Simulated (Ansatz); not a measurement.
System (SMILES): N#P (N-P).
Atoms: N1, P2. Bonds: N1-P2.

Basis-set convergence of the highest harmonic wavenumber at CCSD(T) with Ansatz (an electronic-structure program). Each level at its own minimum, finite differences of forces, unscaled; the reference is a large set that could be run, not a limit. Cartesian d functions, on some or all atoms, in 6-311G**, 6-311+G**; all else is spherical. Cores are frozen. A restricted Hartree-Fock determinant is unstable towards unrestricted orbitals. No added dispersion term, no relativity. Reference: the value in def2-QZVPP, 1338 cm⁻¹, itself unsure by roughly 10 cm⁻¹ (its mean distance from cc-pV(Q+d)Z, aug-cc-pV(T+d)Z, def2-TZVPPD). Deviations are taken from unrounded values.

```json
[
 {"basis": "cc-pV(D+d)Z", "functions": "37", "highest harmonic wavenumber (cm⁻¹)": "1295"},
 {"basis": "aug-cc-pV(D+d)Z", "functions": "55", "highest harmonic wavenumber (cm⁻¹)": "1283"},
 {"basis": "6-311G**", "functions": "45", "highest harmonic wavenumber (cm⁻¹)": "1327"},
 {"basis": "6-311+G**", "functions": "53", "highest harmonic wavenumber (cm⁻¹)": "1327"},
 {"basis": "cc-pV(T+d)Z", "functions": "69", "highest harmonic wavenumber (cm⁻¹)": "1328"},
 {"basis": "aug-cc-pV(T+d)Z", "functions": "101", "highest harmonic wavenumber (cm⁻¹)": "1322"},
 {"basis": "def2-TZVPP", "functions": "73", "highest harmonic wavenumber (cm⁻¹)": "1324"},
 {"basis": "def2-TZVPPD", "functions": "85", "highest harmonic wavenumber (cm⁻¹)": "1323"}
]
```

What the diffuse functions change, pair by pair:
- cc-pV(D+d)Z to aug-cc-pV(D+d)Z: 18 more functions, deviation -43 to -56 cm⁻¹
- 6-311G** to 6-311+G**: 8 more functions, deviation -12 to -11 cm⁻¹
- cc-pV(T+d)Z to aug-cc-pV(T+d)Z: 32 more functions, deviation -11 to -16 cm⁻¹
- def2-TZVPP to def2-TZVPPD: 12 more functions, deviation -14 to -15 cm⁻¹

They bring the value nearer the reference by more than 10 cm⁻¹ in 0 of 4 pairs.
